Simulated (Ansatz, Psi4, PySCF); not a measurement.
Pair of molecules: N2 (SMILES N#N) (first 2 atoms) with CH2O (SMILES C=O); geometry from B3LYP-D3(BJ)/def2-TZVP, rigid monomers moved along the line of their centres of mass till N2···C3 is 2.87 Å.
(charge 0, multiplicity 1):
```xyz
6

N     -0.343     0.106    -0.856
N      0.265    -0.081     0.030
C      0.555    -0.233     2.881
O     -0.491     0.035     3.402
H      0.824    -1.270     2.601
H      1.312     0.540     2.647
```

Interaction energies are E(AB) − E(A) − E(B) at the monomers' geometry in the complex; basis-set methods are counterpoise corrected. Rows marked so take none.

Frozen-core correlation. Rows in 3-21G, 6-31G* carry no dispersion term and start afresh at each structure (6-31G* with six Cartesian d functions).

Codes used: Ansatz (Gaussian basis) for Hartree–Fock, density functionals and correlated methods; Psi4 for SAPT; PySCF for 3-21G rows, 6-31G* rows, the dispersion terms. Each number belongs to the level named beside it.

```
level                        interaction energy (kcal/mol)
---------------------------  -----------------------------
HF/3-21G (no counterpoise)                           -0.38
HF/6-31G*                                             0.97
HF/6-31G* (no counterpoise)                           0.66
PBE/def2-TZVPPD                                       0.07
PBE-D4/def2-TZVPPD                                     [?]
r2SCAN-D3(BJ)/def2-TZVPPD                            -0.36
B3LYP-D4/def2-TZVPPD                                 -0.23
CCSD/aug-cc-pVTZ                                       [?]
SAPT0/jun-cc-pV(D+d)Z                                -0.24
```

### Question
Some entries are withheld; supply them.

### Answer

- PBE-D4/def2-TZVPPD, interaction energy (kcal/mol): -0.51
- CCSD/aug-cc-pVTZ, interaction energy (kcal/mol): -0.04

Ansatz is a first-principles code.
